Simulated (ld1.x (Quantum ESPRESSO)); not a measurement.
Which change was made? (Te, ultrasoft)

ld1.x (Quantum ESPRESSO) 7.5 input, shortened:

```
&input
   title='Te', zed=52., rel=1, dft='PZ', iswitch=3,
   config='[Kr] 4d10 5s2 5p4'
 /
 &inputp
   pseudotype=3, tm=.true., lloc=-1, rcloc=1.40,
   nlcc=.true., new_core_ps=.true., rcore=0.95
 /
6
5S  1  0   2.00   0.00  1.85  2.05  0.0
5S  1  0   0.00  -0.75  1.85  2.05  0.0
5P  2  1   4.00   0.00  1.45  1.75  0.0
5P  2  1   0.00   0.30  1.45  1.75  0.0
4D  3  2  10.00   0.00  0.70  0.90  0.0
4D  3  2   0.00  -1.70  0.70  0.90  0.0
 &test
   configts(1)='4d10 5s2 5p4'
 /
```

Cutoffs, loose and tight: the cutoffs (Ry, on a coarse ladder) from which the occupation-weighted sum of valence levels, in a spherical-Bessel basis at the reference potential, stays within 10 and 1 mRy of its value at 400 Ry. They do not see the model core or the augmentation charge, which bear on the density cutoff. Test errors are all-electron minus pseudo excitation energies from the reference, over the configurations 4d10 5s2 5p3; 4d10 5s2 5p2; 4d10 5s2 5p1; 4d10 5s2 5p0; 4d10 5s2 5p3.5; 4d9 5s2 5p4; 4d10 5s1 5p4 (two spin-polarised tests are not counted in the largest error); variants that change the core or the reference have their own tests. The largest error is taken over the tests solved by every variant that gives reliable tests at all, those not shown here included: 4d10 5s2 5p1; 4d10 5s2 5p2; 4d10 5s2 5p3.

The base gives: outcome: generated; cutoff, loose: 140 Ry; cutoff, tight: 260 Ry; bound ghosts: s, p; largest test error (meV): -28.

Problem. After one change the result is: outcome: generated; cutoff, loose: 140 Ry; cutoff, tight: 260 Ry; bound ghosts: s; largest test error (meV): -25. Which change was it?
A. waves 4d (bound): rcut 0.66, rcutus 0.70 bohr; 4d channel at -1.7 Ry: rcut 0.66, rcutus 0.70 bohr
B. waves 5p (bound): rcut 1.45, rcutus 2.64 bohr; 5p channel at 0.3 Ry: rcut 1.45, rcutus 2.64 bohr
C. waves 5s (bound): rcut 1.85, rcutus 2.96 bohr; 5s channel at -0.75 Ry: rcut 1.85, rcutus 2.96 bohr

Solution. B. The others give: waves 5s (bound): rcut 1.85, rcutus 2.96 bohr; 5s channel at -0.75 Ry: rcut 1.85, rcutus 2.96 bohr → outcome: generated, overlap not positive; bound ghosts: p (s not tested, overlap not positive); largest test error (meV): -14 | waves 4d (bound): rcut 0.66, rcutus 0.70 bohr; 4d channel at -1.7 Ry: rcut 0.66, rcutus 0.70 bohr → outcome: generated; cutoff, loose: 230 Ry; cutoff, tight: over 300 Ry; bound ghosts: s, p; largest test error (meV): -27. A file whose overlap is not positive is unfit for use, and its test errors describe a broken file.
